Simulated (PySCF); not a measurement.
Computed shifts of a molecule CH6ClNO2Si, PySCF with PBE/pcSseg-1, GIAO, gas phase, atoms alike by connectivity averaged where their shifts nearly agree, in ppm (number of nuclei): ¹⁵N: 26.3 (1). ¹³C: 37.8 (1). ²⁹Si: -15.1 (1). ¹H: 2.85 (1), 2.39 (1), 2.35 (1), 2.11 (1), 0.46 (1), 0.29 (1). References: ¹⁵N against NH3 (σ = 267.0 ppm); ¹³C against TMS (σ = 182.0 ppm); ²⁹Si against TMS (σ = 335.4 ppm); ¹⁷O against H2O (σ = 334.3 ppm); ³⁵Cl against HCl (σ = 936.5 ppm); ¹H against TMS (σ = 31.49 ppm), references at their B3LYP-D3(BJ)/def2-TZVP geometries, non-relativistic (without spin–orbit terms, shifts of atoms bonded to Cl or Br come out too high). The structure is a stationary point at B3LYP-D3(BJ)/def2-SVP. Other conformers were not sampled.

Task: Identify the compound among the candidates.
A. CN[Si](O)(O)Cl
B. NC[Si](O)(O)Cl
C. CO[Si](N)(O)Cl

Result: B, NC[Si](O)(O)Cl
